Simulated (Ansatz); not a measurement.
Coupled-cluster diagnostics for Si₄N₄O₂ (the lowest singlet isomer of a short search), Ansatz.

Geometry of the singlet (PBE0-D4/def2-SVP):

```xyz
10

Si   -0.0429   -0.9189   -0.7504
Si    1.5320   -2.1645    0.4961
Si   -1.5318    2.1646   -0.4963
Si    0.0429    0.9189    0.7504
N    -0.6138    2.4027    0.9563
N     0.6134   -2.4029   -0.9560
N    -0.8618    0.5164   -0.8065
N     0.8617   -0.5165    0.8065
O     2.5477   -2.9298    1.3285
O    -2.5475    2.9299   -1.3287
```

Correlated methods freeze 26 core orbitals. The structure comes from a short search, and lower isomers may exist.

**Question.** Estimate the CCSD(T) correlation energy, the shares of MP2 and (T), T1 and the reference's ⟨S²⟩ for: charge 0, singlet, own geometry in def2-SVP; charge 1, doublet, vertical in def2-SVP; and the rough time on 4 threads of Arm Neoverse V1 on a shared host.

**Answer.** 
```tsv
state	basis	correlation (eV)	MP2 share (%)	(T) share (%)	T1	⟨S²⟩ (pure)	wall time	remarks
charge 0, singlet, own geometry	def2-SVP	-38.632	95.6	4.3	0.024	0.00 (0.00)	44 s	large T1
charge 1, doublet, vertical	def2-SVP	-37.296	94.4	4.4	0.032	0.76 (0.75)	4.3 min	–
```
Customary marks for T1 are 0.02 (closed shells), 0.045 (open shells) and about 0.05 (3d metals). T1 exceeds 0.02 in 2 of 2 rows and 0.045 in 0; the higher it lies, the less the single-reference result can be trusted.
